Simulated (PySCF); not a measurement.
Zero-point energy (kcal/mol) of eight molecules of H, C, N, O, S and their like: PBE-D3(BJ) beside PBE0-D3(BJ), computed with PySCF for isolated molecules in the bases named; differences from unrounded values. The eight are the first of their class met in an unordered collection, after screening for sound electronic states; none was chosen by its value. Each level has its own optimised geometry.

```json
[
 {"molecule": "methylamine (CH5N), SMILES CN", "basis": "def2-TZVP", "PBE0-D3(BJ)": "40.28", "PBE-D3(BJ)": "(withheld)", "difference": "(withheld)"},
 {"molecule": "ammonia (H₃N), SMILES N", "basis": "def2-TZVPD", "PBE0-D3(BJ)": "21.60", "PBE-D3(BJ)": "20.92", "difference": "-0.68"},
 {"molecule": "N-methylmethanimine (C2H5N), SMILES N(C)=C", "basis": "def2-TZVP", "PBE0-D3(BJ)": "42.82", "PBE-D3(BJ)": "41.37", "difference": "-1.45"},
 {"molecule": "3-ethylideneoxetane (C₅H₈O), SMILES C1C(=CC)CO1", "basis": "def2-SVP", "PBE0-D3(BJ)": "75.16", "PBE-D3(BJ)": "(withheld)", "difference": "(withheld)"},
 {"molecule": "3-methylsulfanylbuta-1,2-diene (C₅H₈S), SMILES C=C=C(C)SC", "basis": "def2-SVP", "PBE0-D3(BJ)": "71.05", "PBE-D3(BJ)": "68.60", "difference": "-2.45"},
 {"molecule": "2,3-dihydrothiophene (C4H6S), SMILES C1=CSCC1", "basis": "def2-SVP", "PBE0-D3(BJ)": "56.47", "PBE-D3(BJ)": "(withheld)", "difference": "(withheld)"},
 {"molecule": "C5H4O2, SMILES C1OC(=C=C)C1=O", "basis": "def2-SVP", "PBE0-D3(BJ)": "48.55", "PBE-D3(BJ)": "46.52", "difference": "-2.03"},
 {"molecule": "C3H3NO3S, SMILES N#C/C=C/S(=O)(=O)O", "basis": "def2-SVP", "PBE0-D3(BJ)": "41.67", "PBE-D3(BJ)": "39.69", "difference": "-1.97"}
]
```

Problem. What belongs in the gaps? (An estimate is asked for; the answer gives what the named calculation found.)

Solution. 
- methylamine (CH5N), SMILES CN, PBE-D3(BJ): 39.00
- methylamine (CH5N), SMILES CN, difference: -1.28
- 2,3-dihydrothiophene (C4H6S), SMILES C1=CSCC1, PBE-D3(BJ): 54.49
- 2,3-dihydrothiophene (C4H6S), SMILES C1=CSCC1, difference: -1.98
- 3-ethylideneoxetane (C₅H₈O), SMILES C1C(=CC)CO1, PBE-D3(BJ): 72.37
- 3-ethylideneoxetane (C₅H₈O), SMILES C1C(=CC)CO1, difference: -2.78

PBE-D3(BJ) lies below PBE0-D3(BJ) in 8 and above it in 0 of the eight; the mean signed difference is -1.83 and the largest -2.78 kcal/mol.
